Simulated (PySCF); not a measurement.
## Removal energies of Mo²⁴⁺ from EOM-IP-GCCSD

Reference: closed-shell Mo²⁴⁺, [Ar]; one electron is removed. Calculated with PySCF 2.14, two-component X2C-1e with screened spin-orbit coupling, an uncontracted even-tempered set (19 s from 1.1 bohr⁻², ratio 2.6; 14 p from 1.4 bohr⁻², ratio 2.6; 6 d from 1.4 bohr⁻², ratio 2.8; 3 f from 28 bohr⁻², ratio 2.8); frozen [Ne]; the 64 highest virtual spinors dropped; of the others 50 kept and the rest restored at second order. No Breit or QED terms. Binding energies in eV.

```
level  Koopmans  second order  EOM-CCSD
3s1/2    1381.4        1370.0    1363.4
3p1/2    1288.5        1288.6    1288.7
3p3/2    1264.5        1264.8    1265.0
```

In EOM-CCSD the overlap with the one-orbital guess is low for 3s1/2 (weight 0.73). That can mean mixing with two-hole, one-particle states, where second order and EOM-CCSD lose accuracy, or only a rotation among the degenerate components of the shell; the terms of those configurations are not listed.

For comparison, the ionisation energy of Mo²⁴⁺ is 1263 ± 4 eV (semi-empirical (NIST evaluation); NIST Atomic Spectra Database, ionization energies).
